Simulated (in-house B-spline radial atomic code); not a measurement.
**RPA and G0W0 on LC-wPBE: neutral lithium**

Configuration [He] 2s1, highest spin, mean-field start LC-wPBE. Computed with a B-spline radial code for spherical atoms: all electrons, non-relativistic, point nucleus, each spin shell either full or empty, empty states to l = 9 with an (l + 1/2)⁻⁴ tail; G0W0 by contour deformation at full frequency.

RPA overbinds a lone outer s electron by self-correlation, and G0W0 tends to as well.

Command:
```bash
python run_gw.py task.json out
```
Settings (radii: box in bohr, nucleus in fm):
```
Z                        3
electrons                3
configuration            [He] 2s1
hamiltonian              nr
method                   lc_wpbe
lmax                     9
spin_polarised           True
box_radius               40
intervals                46
ion_configuration        1s2
```

Cost of the run: 1.5 s on 1 thread of Arm Neoverse N1 (shared host).

Energies (hartree):

```
                                     term     value
                         mean-field total  -7.47178
Hartree-Fock functional on these orbitals  -7.43088
                      direct second order  -0.10461
                    second-order exchange  0.057995
                         SOSEX correction  0.052604
```

Q: What is the RPA correlation energy, and what remains with SOSEX?

A: RPA gives -0.095241 hartree (-0.864 eV per electron); RPA + SOSEX gives -0.042637, and the second-order doubles -0.046612 hartree (no singles). SOSEX takes back 55 % of the RPA value.

Quasi-particle levels (eV):

```json
{"level": "2s up", "occupied": "yes", "mean field": "-5.603", "Σx - vxc": "0.26", "Σc": "?", "QP weight": "?", "G0W0": "?"}
```

G0W0 = mean field + (Σx - vxc) + Σc, with Σc (partial-wave tail included) taken at the quasi-particle energy. Levels of low weight are left out.

Q: Where does G0W0 put 2s up?

A: At -5.788 eV, with Σc = -0.44 eV and a quasi-particle weight of 0.954. The tabulated removal energy is 5.392 eV (NIST, measured).

Q: What does it cost to remove one electron (to 1s2) by differences of total energies, each species on its own start (correlation terms add to the Hartree-Fock functional)?

A: LC-wPBE 5.580 eV, Hartree-Fock functional 5.335 eV, + RPA 5.693 eV, + RPA + SOSEX 5.379 eV, + second order 5.386 eV. Tabulated: 5.392 eV (NIST, measured).
